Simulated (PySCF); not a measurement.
¹⁵N chemical shifts

[PySCF 2.14: shielding tensors at PBE0/pcSseg-1 (GIAO); coordinates at the GFN2-xTB level; one computed conformer; relativity neglected; no solvent model; equivalent nuclei averaged]

Shieldings were converted by a linear fit to measured shifts: ¹⁵N: δ = -148.07 − 0.921σ (rms 6.3 ppm, 71 shifts vs CH3NO2, solution or neat liquid). A few per cent of atoms miss by over 2 rms, more outside the fitted compound classes.

Give the ¹⁵N shifts of `C=Cn1cc(CC)nn1`, `C=Cn1cc(CC)nn1`, `C=Cn1c(C)nnc1C`, `C=CC[SiH2]C#N`, `Cc1n[nH]nc1C1CC1`, `Cc1n[nH]nc1C1CC1`, `CCc1cc(C)nnn1`, `CCc1cc(C)nnn1`.

Results:


```
                                                  compound                                    environment  δ (ppm)
[CH2:1]=[CH:2][n:3]1[cH:4][c:5]([CH2:6][CH3:7])[n:8][n:9]1         N9: pyridine-type nitrogen of an azole    -18.1
[CH2:1]=[CH:2][n:3]1[cH:4][c:5]([CH2:6][CH3:7])[n:8][n:9]1         N8: pyridine-type nitrogen of an azole    -35.4
[CH2:1]=[CH:2][n:3]1[cH:4][c:5]([CH2:6][CH3:7])[n:8][n:9]1                 N3: pyrrole-type ring nitrogen   -132.5
[CH2:1]=[CH:2][n:3]1[cH:4][c:5]([CH2:6][CH3:7])[n:8][n:9]1         N9: pyridine-type nitrogen of an azole    -18.1
[CH2:1]=[CH:2][n:3]1[cH:4][c:5]([CH2:6][CH3:7])[n:8][n:9]1         N8: pyridine-type nitrogen of an azole    -35.4
[CH2:1]=[CH:2][n:3]1[cH:4][c:5]([CH2:6][CH3:7])[n:8][n:9]1                 N3: pyrrole-type ring nitrogen   -132.5
 [CH2:1]=[CH:2][n:3]1[c:4]([CH3:5])[n:6][n:7][c:8]1[CH3:9]  N6/7: pyridine-type nitrogen of an azole (×2)    -64.8
 [CH2:1]=[CH:2][n:3]1[c:4]([CH3:5])[n:6][n:7][c:8]1[CH3:9]                 N3: pyrrole-type ring nitrogen   -199.6
                                             C=CC[SiH2]C#N                               nitrile nitrogen    -58.3
 [CH3:1][c:2]1[n:3][nH:4][n:5][c:6]1[CH:7]1[CH2:8][CH2:9]1         N3: pyridine-type nitrogen of an azole    -64.0
 [CH3:1][c:2]1[n:3][nH:4][n:5][c:6]1[CH:7]1[CH2:8][CH2:9]1         N5: pyridine-type nitrogen of an azole    -74.1
 [CH3:1][c:2]1[n:3][nH:4][n:5][c:6]1[CH:7]1[CH2:8][CH2:9]1                 N4: pyrrole-type ring nitrogen   -162.3
 [CH3:1][c:2]1[n:3][nH:4][n:5][c:6]1[CH:7]1[CH2:8][CH2:9]1         N3: pyridine-type nitrogen of an azole    -64.0
 [CH3:1][c:2]1[n:3][nH:4][n:5][c:6]1[CH:7]1[CH2:8][CH2:9]1         N5: pyridine-type nitrogen of an azole    -74.1
 [CH3:1][c:2]1[n:3][nH:4][n:5][c:6]1[CH:7]1[CH2:8][CH2:9]1                 N4: pyrrole-type ring nitrogen   -162.3
  [CH3:1][CH2:2][c:3]1[cH:4][c:5]([CH3:6])[n:7][n:8][n:9]1                N8: pyridine-type ring nitrogen    101.2
  [CH3:1][CH2:2][c:3]1[cH:4][c:5]([CH3:6])[n:7][n:8][n:9]1                N9: pyridine-type ring nitrogen     -2.2
  [CH3:1][CH2:2][c:3]1[cH:4][c:5]([CH3:6])[n:7][n:8][n:9]1                N7: pyridine-type ring nitrogen     -2.5
  [CH3:1][CH2:2][c:3]1[cH:4][c:5]([CH3:6])[n:7][n:8][n:9]1                N8: pyridine-type ring nitrogen    101.2
  [CH3:1][CH2:2][c:3]1[cH:4][c:5]([CH3:6])[n:7][n:8][n:9]1                N9: pyridine-type ring nitrogen     -2.2
  [CH3:1][CH2:2][c:3]1[cH:4][c:5]([CH3:6])[n:7][n:8][n:9]1                N7: pyridine-type ring nitrogen     -2.5
```
